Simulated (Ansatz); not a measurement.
`CC1=C(F)[SiH2]1` → `FC1([SiH3])C=C1`  (isomerisation)

Computed with Ansatz on PBE0-D4/def2-TZVP structures; ΔE is electronic, products minus reactants. CCSD(T)/CBS adds triple-zeta CCSD(T) − MP2 to the extrapolated MP2 energy (def2 sets, frozen cores). Functionals use def2-TZVPP.

| species | PBE-D4 energy (Eh) |
| --- | --- |
| `CC1=C(F)[SiH2]1` | -506.29038 |
| `FC1([SiH3])C=C1` | -506.26106 |

(1) Work out ΔE.

Largest T1 diagnostic among the species: 0.013.

Results:

(1) ΔE = (-506.26106) − (-506.29038) = 0.02932 Eh = +77.0 kJ/mol. CCSD(T)/CBS gives +67.5 kJ/mol.

In def2-TZVPP, CCSD(T) changes the Hartree–Fock value by +7.1 kJ/mol (the triples alone add +1.3 kJ/mol) and MP2 by +7.0 kJ/mol.
